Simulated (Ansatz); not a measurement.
```xyz
10

C    -1.644   -0.539   -0.429
Sc    0.459   -0.151    0.115
N     1.024    1.738    0.333
O     1.676   -1.546    0.351
H    -2.085   -1.382    0.118
H    -1.750   -0.782   -1.496
H    -2.285    0.333   -0.245
H     1.943    2.088    0.570
H     0.415    2.540    0.221
H     2.247   -2.299    0.462
```

Total charge 0; spin multiplicity 1.

Task: List the PBE0/def2-TZVPP orbital energies in eV (Ansatz 0.2.0). (Best estimate.)

Result: Ansatz gave: Occupied: -4405.97, -521.80, -481.59, -397.04, -396.98, -396.95, -390.06, -276.47, -57.68, -35.57, -35.55, -35.24, -26.22, -22.29, -17.92, -13.21, -12.63, -10.19, -10.15, -9.81, -8.90, -8.76, -7.02, -6.65. Lowest empty: -1.38, -0.33, 0.29, 0.41, 0.52, 1.13, 1.16, 1.32.
